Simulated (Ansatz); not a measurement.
Frontier orbitals of C₂H₆GeO (`C[C](=O)[GeH3]`).

The species carries charge 0 and has multiplicity 1. Correlated methods include outer-core shells of Ge, which these sets cover unevenly. Scalar relativity is left out up to krypton. All single points use the PBE0-D4/def2-TZVP geometry. Basis def2-TZVPP, Ansatz 0.2.0.

| functional | HOMO (eV) | LUMO (eV) |
| --- | --- | --- |
| PBE | -5.51 | -2.20 |

Q: Give HOMO and LUMO (eV) with LDA (SPW92), revPBE, BLYP, r2SCAN, B97M-V, PBE0, B3LYP, r2SCANh, r2SCAN0, HSE06 (plane-wave form), BHLYP, CAM-B3LYP, LC-ωPBE, ωB97X-V, ωB97M-V, HF. (An estimate is asked.)

A: The calculation gave: 
```csv
functional,HOMO,LUMO
LDA (SPW92),-5.67,-2.42
revPBE,-5.44,-2.11
BLYP,-5.42,-2.06
r2SCAN,-5.75,-1.97
B97M-V,-5.90,-1.90
PBE0,-6.88,-1.04
B3LYP,-6.68,-1.30
r2SCANh,-6.27,-1.55
r2SCAN0,-7.06,-0.93
HSE06 (plane-wave form),-6.48,-1.43
BHLYP,-8.21,0.20
CAM-B3LYP,-8.25,0.19
LC-ωPBE,-9.49,1.43
ωB97X-V,-9.19,1.33
ωB97M-V,-9.12,1.23
HF,-10.28,3.08
```

B3LYP here is the variant with VWN-RPA as its local correlation; programs differ in this. LC-ωPBE has ω = 0.4 bohr⁻¹. Positive LUMOs are unbound and depend on the basis.
